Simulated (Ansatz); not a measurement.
BH₄ClO₃, closed shell: a nudged elastic band.

The input file, in.yaml:

```yaml
crystal:
  periodic: [false, false, false]
  atoms:
    - {symbol: B, position_ang: [-0.521457, 0.014791, -0.912763]}
    - {symbol: Cl, position_ang: [0.971981, -0.756791, -1.461674]}
    - {symbol: O, position_ang: [-1.339601, 0.669218, -1.767361]}
    - {symbol: O, position_ang: [-0.824679, -0.074638, 0.404098]}
    - {symbol: H, position_ang: [2.162761, -0.620255, 1.773046]}
    - {symbol: O, position_ang: [1.514401, -0.117452, 2.269987]}
    - {symbol: H, position_ang: [-1.031915, 0.674746, -2.676474]}
    - {symbol: H, position_ang: [-1.641368, 0.382116, 0.628756]}
    - {symbol: H, position_ang: [0.709876, -0.171737, 1.742285]}
basis:
  gaussian: {orbitals: def2-SVP}
hamiltonian: {xc: pbe0, dispersion: d4}
neb:
  images: 5
  climbing: true
  max_iterations: 30
  initial_path: idpp
  f_tol: 2.0
  final_atoms:
    - {symbol: B, position_ang: [-0.629060, 0.203303, 0.240801]}
    - {symbol: Cl, position_ang: [2.494671, -0.737562, -1.459750]}
    - {symbol: O, position_ang: [-0.688245, 0.406548, -1.098874]}
    - {symbol: O, position_ang: [-1.687839, 0.489494, 1.047681]}
    - {symbol: H, position_ang: [1.873723, -0.659076, -0.315710]}
    - {symbol: O, position_ang: [0.515997, -0.303363, 0.822635]}
    - {symbol: H, position_ang: [0.118188, 0.168563, -1.570039]}
    - {symbol: H, position_ang: [-2.437606, 0.836008, 0.558706]}
    - {symbol: H, position_ang: [0.440170, -0.403916, 1.774449]}
```

Command:

```bash
ansatz run in.yaml --threads 4 --pin off --events-out ev --progress --plain --max-ram 9574MiB
```

Output of Ansatz 0.2.0:

```
Functional definition: PBE0
  name "PBE0"
  cite "Adamo & Barone, J. Chem. Phys. 110, 6158 (1999) doi:10.1063/1.478522"
  cite "Perdew, Burke & Ernzerhof, Phys. Rev. Lett. 77, 3865 (1996) doi:10.1103/PhysRevLett.77.3865"
  parent pbe
  parameter a = 0.25
  parameter kappa = 0.804
  parameter beta = 0.06672455060314922
  exchange = (1 - a)*pbe_x(kappa = kappa, mu = beta*pi^2/3) + a*exact_x
  correlation = pbe_c(beta = beta)
980 factors; integrals over basis functions are off by at most 3.8e-4 eV
mean field evaluation 1: about -19380.2909 eV, gradient 7.1e1 eV
mean field evaluation 2: about -19373.3880 eV, gradient 9.4e1 eV
mean field evaluation 4: about -19388.6473 eV, gradient 2.5e0 eV
mean field evaluation 8: about -19388.7091 eV, gradient 1.3e-1 eV
mean field evaluation 16: about -19388.7091 eV, gradient 1.2e-5 eV
mean field -19388.70910269 eV, -712.5219173849 hartree, gradient 1.2e-5 eV, S^2 0.000000; 0 other end points of the search recorded, 0 dependent functions left out
the calculation of the forces begins
reference -19388.70912517 eV, -712.5219182111 hartree; 25, 25 occupied and 69, 69 virtual orbitals, 980 factors
982 factors; integrals over basis functions are off by at most 1.2e-3 eV
mean field -19389.38774526 eV, -712.5468570394 hartree, gradient 5.6e-5 eV, S^2 0.000000; 0 other end points of the search recorded, 0 dependent functions left out
the calculation of the forces begins
reference -19389.38776797 eV, -712.5468578737 hartree; 25, 25 occupied and 69, 69 virtual orbitals, 982 factors
NEB end point (image 0): max|allowed force component| = 2.397e-1 eV/Å (the criterion of neb.relax_end_points is 4.000e-1)
NEB end point (image 6): max|allowed force component| = 1.966e-1 eV/Å (the criterion of neb.relax_end_points is 4.000e-1)
980 factors; integrals over basis functions are off by at most 3.1e-4 eV
mean field evaluation 32: about -19379.0732 eV, gradient 7.0e1 eV
mean field -19387.48603923 eV, -712.4769706316 hartree, gradient 6.2e-5 eV, S^2 0.000000; 0 other end points of the search recorded, 0 dependent functions left out
the calculation of the forces begins
reference -19387.48606264 eV, -712.4769714921 hartree; 25, 25 occupied and 69, 69 virtual orbitals, 980 factors
980 factors; integrals over basis functions are off by at most 4.1e-4 eV
mean field -19385.24205324 eV, -712.3945056675 hartree, gradient 7.1e-5 eV, S^2 0.000000; 0 other end points of the search recorded, 0 dependent functions left out
the calculation of the forces begins
reference -19385.24207702 eV, -712.3945065416 hartree; 25, 25 occupied and 69, 69 virtual orbitals, 980 factors
980 factors; integrals over basis functions are off by at most 5.0e-4 eV
mean field evaluation 64: about -19373.8732 eV, gradient 7.2e1 eV
mean field -19383.39574721 eV, -712.3266551723 hartree, gradient 7.5e-5 eV, S^2 0.000000; 0 other end points of the search recorded, 0 dependent functions left out
the calculation of the forces begins
reference -19383.39577055 eV, -712.3266560301 hartree; 25, 25 occupied and 69, 69 virtual orbitals, 980 factors
980 factors; integrals over basis functions are off by at most 1.3e-3 eV
mean field evaluation 96: about -19383.7326 eV, gradient 1.7e-3 eV
mean field -19383.73256314 eV, -712.3390329295 hartree, gradient 4.6e-5 eV, S^2 0.000000; 0 other end points of the search recorded, 0 dependent functions left out
the calculation of the forces begins
reference -19383.73258585 eV, -712.3390337640 hartree; 25, 25 occupied and 69, 69 virtual orbitals, 980 factors
984 factors; integrals over basis functions are off by at most 1.3e-3 eV
mean field -19386.78530172 eV, -712.4512190033 hartree, gradient 1.2e-5 eV, S^2 0.000000; 0 other end points of the search recorded, 0 dependent functions left out
the calculation of the forces begins
reference -19386.78532464 eV, -712.4512198454 hartree; 25, 25 occupied and 69, 69 virtual orbitals, 984 factors
NEB iter   1: max|band force component| = 5.182e0 eV/Å  barrier→ = 5.2992 eV  barrier← = 5.9804 eV  Δτ_max = 0.2000 Å  (191 SCF iters)
NEB iter   2: max|band force component| = 3.950e0 eV/Å  barrier→ = 3.0439 eV  barrier← = 3.7252 eV  Δτ_max = 0.2000 Å  (168 SCF iters)
NEB iter   3: max|band force component| = 6.519e0 eV/Å  barrier→ = 2.5648 eV  barrier← = 3.2461 eV  Δτ_max = 0.1026 Å  (153 SCF iters)
NEB iter   4: max|band force component| = 1.771e0 eV/Å  barrier→ = 1.9386 eV  barrier← = 2.6198 eV  CI = image 3  Δτ_max = 0.0000 Å  (279 SCF iters)
Total energy: -19386.88955654 eV, -712.4550502971 hartree
Atom 0 at    -0.405158     0.222023    -0.266603 Å, force     0.831106    -0.602080    -0.673381 eV/Å
Atom 1 at     1.287708    -0.654992    -1.392172 Å, force    -0.916756    -0.238750     0.467266 eV/Å
Atom 2 at    -0.790107     0.962596    -1.301104 Å, force    -0.345398     1.048634    -0.342183 eV/Å
Atom 3 at    -1.230721     0.064252     0.789991 Å, force    -0.214541     0.010423    -0.003298 eV/Å
Atom 4 at     1.758387    -0.697313     0.641343 Å, force    -1.349995     0.326320     1.233996 eV/Å
Atom 5 at     1.056535    -0.356850     1.285062 Å, force     1.764992     0.352436    -0.680471 eV/Å
Atom 6 at    -0.181126     0.854840    -2.048250 Å, force    -0.111608     0.125009     0.178465 eV/Å
Atom 7 at    -1.978435     0.690911     0.771854 Å, force     0.323823    -0.541785    -0.309992 eV/Å
Atom 8 at     0.482916    -1.085468     1.519781 Å, force     0.018377    -0.480207     0.129598 eV/Å
Dipole moment:    -0.383407     0.045333     0.169557 e Å

[the SCF lines of later steps are left out]
```

Hardware: 4 CPU threads of an Arm Neoverse V1, shared host. Wall time about 29 s.


The run ended normally. The force tolerance of 2 eV/Å lets the band stop early, so its barrier is not a converged value.